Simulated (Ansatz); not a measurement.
BeCl$_{2}$, charge -1, doublet, geometry from GFN2-xTB (such geometries of metal compounds can be far from the true shape) (a state made from the parent by changing its charge; the spin is typed, not shown lowest) (a gas-phase anion, which may not be bound at this level); HF/def2-SVP (Ansatz, a program for electronic structure).

Ansatz was given this input:
Ansatz 0.2 input:
```yaml
crystal:
  periodic: [false, false, false]
  atoms:
    - {symbol: Be, position_ang: [0.63523935, -0.52375334, 0.52873359]}
    - {symbol: Cl, position_ang: [1.12177449, 0.35563755, -1.20848181]}
    - {symbol: Cl, position_ang: [-1.27124257, -0.23240147, 1.08407390]}
basis:
  gaussian:
    orbitals: def2-SVP
hamiltonian:
  xc: hf
total_charge: -1
magnetization: {spin_polarized: true, initial_magnetization: 1}
```

It wrote (shortened):

```
Functional definition: HF
448 factors; integrals over basis functions are off by at most 2.4e-4 eV
mean field evaluation 1: about -25399.9501 eV, gradient 8.3e0 eV
mean field evaluation 2: about -25400.0083 eV, gradient 8.4e0 eV
mean field evaluation 4: about -25401.0389 eV, gradient 1.3e0 eV
mean field evaluation 8: about -25401.0877 eV, gradient 6.4e-2 eV
mean field -25401.08775873 eV, -933.4727576578 hartree, gradient 7.2e-5 eV, S^2 0.751735; 0 other end points of the search recorded, 0 dependent functions left out
reference -25401.08775873 eV, -933.4727576578 hartree; 20, 19 occupied and 25, 26 virtual orbitals, 448 factors
Total energy: -25401.08775873 eV, -933.4727576578 hartree
```
